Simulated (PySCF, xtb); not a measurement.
SiOBr2, SMILES O=[Si](Br)Br.

Harmonic wavenumbers (cm⁻¹) from xtb with GFN2-xTB at its own minimum, in rising order: 110, 192, 231, 363, 507, 1428.

What does B3LYP-D3(BJ)/def2-SVP run with PySCF give at its own minimum? (An estimate is asked for; the answer gives what the named calculation found.)

127, 225, 254, 354, 511, 1237. Paired by order, the mean absolute difference is 46 cm⁻¹ and the zero-point energies are 4.0 and 3.9 kcal/mol.
